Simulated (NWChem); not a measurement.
Species: C$_{4}$H$_{5}$Si, doublet; SMILES C1=C[SiH]C=C1

```xyz
10

C      0.0094    -0.7375     1.2242
C     -0.0202    -1.3601     0.0109
Si    -0.1731     0.0000    -1.2190
C     -0.0202     1.3601     0.0109
C      0.0094     0.7375     1.2242
H      0.0304    -1.2756     2.1708
H     -0.0391    -2.4375    -0.1017
H      0.4634     0.0000    -2.5616
H     -0.0391     2.4375    -0.1017
H      0.0304     1.2756     2.1708
```
Atoms are numbered in this order, from 1.

Level: B3LYP/6-31G* (spherical d), spin-unrestricted (NWChem), optimised geometry, unscaled harmonic frequencies. 

```json
[
 {"frequency (cm⁻¹)": "274", "IR intensity (km/mol)": "11.5"},
 {"frequency (cm⁻¹)": "375", "IR intensity (km/mol)": "11.1"},
 {"frequency (cm⁻¹)": "433", "IR intensity (km/mol)": "0.1"},
 {"frequency (cm⁻¹)": "521", "IR intensity (km/mol)": "26.9"},
 {"frequency (cm⁻¹)": "616", "IR intensity (km/mol)": "0.1"},
 {"frequency (cm⁻¹)": "667", "IR intensity (km/mol)": "7.8"},
 {"frequency (cm⁻¹)": "688", "IR intensity (km/mol)": "86.8"},
 {"frequency (cm⁻¹)": "740", "IR intensity (km/mol)": "3.6"},
 {"frequency (cm⁻¹)": "783", "IR intensity (km/mol)": "8.7"},
 {"frequency (cm⁻¹)": "891", "IR intensity (km/mol)": "39.8"},
 {"frequency (cm⁻¹)": "947", "IR intensity (km/mol)": "1.5"},
 {"frequency (cm⁻¹)": "962", "IR intensity (km/mol)": "0.9"},
 {"frequency (cm⁻¹)": "966", "IR intensity (km/mol)": "0.1"},
 {"frequency (cm⁻¹)": "1114", "IR intensity (km/mol)": "11.2"},
 {"frequency (cm⁻¹)": "1118", "IR intensity (km/mol)": "4.3"},
 {"frequency (cm⁻¹)": "1298", "IR intensity (km/mol)": "12.2"},
 {"frequency (cm⁻¹)": "1367", "IR intensity (km/mol)": "5.3"},
 {"frequency (cm⁻¹)": "1483", "IR intensity (km/mol)": "11.9"},
 {"frequency (cm⁻¹)": "1565", "IR intensity (km/mol)": "5.5"},
 {"frequency (cm⁻¹)": "2251", "IR intensity (km/mol)": "137.9"},
 {"frequency (cm⁻¹)": "3165", "IR intensity (km/mol)": "9.6"},
 {"frequency (cm⁻¹)": "3181", "IR intensity (km/mol)": "29.2"},
 {"frequency (cm⁻¹)": "3240", "IR intensity (km/mol)": "7.1"},
 {"frequency (cm⁻¹)": "3241", "IR intensity (km/mol)": "1.6"}
]
```

The zero-point energy is 45.6 kcal/mol and the thermal correction to the enthalpy at 298.15 K (with zero-point energy) is 49.3 kcal/mol. The heat capacity Cv comes out as 18.7 cal/(mol K), the entropy at 298.15 K and 1 atm (symmetry number 1, electronic part: spin degeneracy alone) comes out as 72.2 cal/(mol K) and the dipole moment is 0.17 D.

Rigid rotor and harmonic oscillator.
